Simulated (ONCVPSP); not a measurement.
# boron: from the effect back to the setting (ONCV)

Base potential:

ONCVPSP 4.0.1 input, shortened (lines: element, Z, core and valence counts, functional; n l f; lmax; l rc ep ncon nbas qcut; lloc lpopt rc5 dvloc0; l nproj debl; icmod fcfact rcfact), PBE, scalar-relativistic:

```
  B 5.00    1    2        4      upf
    1    0    2.00
    2    0    1.50
    2    1    1.50
    2
    0    1.60    0.00    4    9    5.00
    1    2.85    0.00    5   10    5.10
    2    2.35    0.10    4    8    3.70
    4    5    1.00    0.00
    0    3    3.30
    1    1    2.30
    2    2    3.60
    1    0.30    0.00
```

Cutoffs, loose and tight: the cutoffs (Ha) at which the residual kinetic energy of the hardest occupied pseudo-wave falls to 1 and 0.1 mHa per electron. They do not see the model core or the augmentation charge, which bear on the density cutoff. Test errors are all-electron minus pseudo excitation energies from the reference, over the configurations 2s2 2p1; 2s2 2p0; 2s1 2p0; 2s2 2p0.5; variants that change the core or the reference have their own tests.

Only the scale of all radii but the core radius (base = 1) is moved:

```csv
scale of all radii but the core radius (base = 1),"cutoff, loose","cutoff, tight",bound ghosts,largest test error (meV),median size of the test errors
0.8,11 Ha,39 Ha,none,+162,26.0 meV
0.85,11 Ha,37 Ha,p,+182,30.1 meV
0.9,10 Ha,24 Ha,none,+206,34.5 meV
1.04,9.1 Ha,12 Ha,none,+280,49.8 meV
1.07,8.8 Ha,12 Ha,none,+305,54.8 meV
1.14,8.4 Ha,11 Ha,none,+356,65.5 meV
1.19,8.0 Ha,11 Ha,none,+389,72.6 meV
1.27,7.3 Ha,9.8 Ha,none,+460,88.1 meV
1.33,6.9 Ha,9.4 Ha,none,+514,99.9 meV
```

Q: One more run gave cutoff, loose: 9.9 Ha; cutoff, tight: 19 Ha; bound ghosts: d; largest test error (meV): +233; median size of the test errors: 39.9 meV. Which value of the scale of all radii but the core radius (base = 1) was used?

A: 0.95. The median size of the test errors moves one way along this sweep, from 26.0 meV at 0.8 to 99.9 meV at 1.33, which places the run between 0.9 and 1.04.
